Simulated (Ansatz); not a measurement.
`[F][Ga]([F])[I]` + H₂Se → `[F][Ga]([F])[SeH]` + HI  (ligand exchange at a Ga–I bond)

Isolated molecules relaxed with PBE0-D4/def2-TZVP in Ansatz; ΔE leaves out vibrations. CCSD(T)/CBS is the MP2 limit (def2-TZVPP, def2-QZVPP) plus CCSD(T) − MP2 in def2-TZVPP, frozen cores. Functionals use def2-TZVPP. B3LYP here is the variant with VWN-RPA as its local correlation; programs differ in this. HSE06 is defined as in plane-wave codes. Elements past krypton have def2 core potentials. For Ga, I, Se outer-core shells are correlated without core-valence functions, which leaves a few kJ/mol of doubt a bond. Scalar relativity is left out up to krypton. Each species was taken in one conformer, which may not be the lowest.

`[F][Ga]([F])[I]`:

Cartesian coordinates in Å:
```
F -1.140 0.326 -1.373
Ga 0.021 -0.031 -0.135
F 1.468 -0.807 -0.697
I -0.349 0.512 2.205
```

H₂Se:

Z-matrix (Å, degrees):
```
Se
H 1 1.467
H 1 1.467 2 91.2
```

`[F][Ga]([F])[SeH]`:

Z-matrix (Å, degrees):
```
Ga
F 1 1.738
Se 1 2.287 2 122.2
F 1 1.740 2 114.8 3 180.0
H 3 1.470 1 89.9 2 180.0
```

HI:

Z-matrix (Å, degrees):
```
I
H 1 1.610
```

```csv
level,ΔE (kJ/mol),difference from CCSD(T)/CBS
PBE-D4,15.5,-2.7
revPBE-D4,15.6,-2.6
BLYP-D4,15.2,-3.0
r2SCAN-D4,17.7,-0.5
B97M-V,17.9,-0.3
PBE0-D4,17.7,-0.5
B3LYP-D4,17.2,-1.0
r2SCAN0-D4,19.1,0.9
HSE06-D4,17.9,-0.3
BHLYP-D4,20.8,2.6
r2SCAN0,19.1,0.9
LC-ωPBE,17.8,-0.4
MP2/def2-SVP,22.7,4.5
CCSD/def2-TZVPP,17.3,-0.9
CCSD(T)/def2-TZVPP,16.7,-1.5
MP2/def2-QZVPP,20.8,2.6
CCSD(T)/CBS,18.2,0
```

Largest T1 diagnostic among the species: 0.013.

Leaving LDA and LC-ωPBE aside and taking each functional with its dispersion term where it has one, the values spread over 5.6 kJ/mol, from BLYP-D4 to BHLYP-D4. In def2-TZVPP, CCSD(T) changes the Hartree–Fock value by −8.9 kJ/mol (the triples alone add −0.6 kJ/mol) and MP2 by −6.0 kJ/mol.
